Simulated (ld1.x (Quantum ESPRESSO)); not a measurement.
**Transferability test, PAW potential for Ca**

| Quantity | Value |
| --- | --- |
| Element | calcium |
| Generator | ld1.x (Quantum ESPRESSO) 7.5 |
| Type | PAW |
| Functional | BLYP |
| Relativity | scalar-relativistic |
| Frozen core | [Ne] |
| Valence charge | 10 |
| Reference configuration | 3s2 3p6 3d0 4s2 4p0 |
| Partial waves | 3s (bound): rcut 1.50, rcutus 1.85 bohr; 4s (bound): rcut 1.50, rcutus 1.85 bohr; 3p (bound): rcut 1.75, rcutus 1.90 bohr; 4p (bound, empty): rcut 1.75, rcutus 1.90 bohr; 3d (bound, empty): rcut 1.75, rcutus 2.30 bohr; 3d channel at 4.6 Ry: rcut 1.75, rcutus 2.30 bohr |
| Local potential | all-electron potential smoothed inside 1.80 bohr (lloc = -1) |
| Core correction | Bessel-smoothed model core inside 1.50 bohr |
| Augmentation charge | BG, radius 1.25 bohr |

Energies are relative to the spin-unpolarised reference configuration 3s2 3p6 3d0 4s2 4p0; without spin polarisation the order of configurations can differ from experiment.

Task: Give the all-electron excitation energy and the error of the potential for: 3s2 3p6 3d0 4s1 4p0; 3s2 3p6 3d0 4s0 4p0; 3s2 3p6 3d0 4s1.5 4p0; 3s2 3p6 3d0 4s1 4p1; 3s2 3p6 3d1 4s0 4p0; 3s2 3p6 3d0 4s0 4p2; 3s2 3p6 3d1 4s1 4p0.

Result:

| valence configuration | charge | ΔE all-electron (eV) | error AE − PS (meV) |
| --- | --- | --- | --- |
| 3s2 3p6 3d0 4s1 4p0 | +1 | 6.230 | +0.8 |
| 3s2 3p6 3d0 4s0 4p0 | +2 | 18.189 | +7.7 |
| 3s2 3p6 3d0 4s1.5 4p0 | +0.5 | 2.443 | +0.1 |
| 3s2 3p6 3d0 4s1 4p1 | 0 | 2.472 | +1.0 |
| 3s2 3p6 3d1 4s0 4p0 | +1 | 7.718 | +78 |
| 3s2 3p6 3d0 4s0 4p2 | 0 | 5.112 | +4.2 |
| 3s2 3p6 3d1 4s1 4p0 | 0 | 2.280 | +38 |

Levels in the configuration 3s2 3p6 3d0 4s0 4p2:

```csv
level,all-electron (eV),pseudo (eV)
3s,-49.374,-49.382
3p,-30.317,-30.357
4p,-2.194,-2.194
```
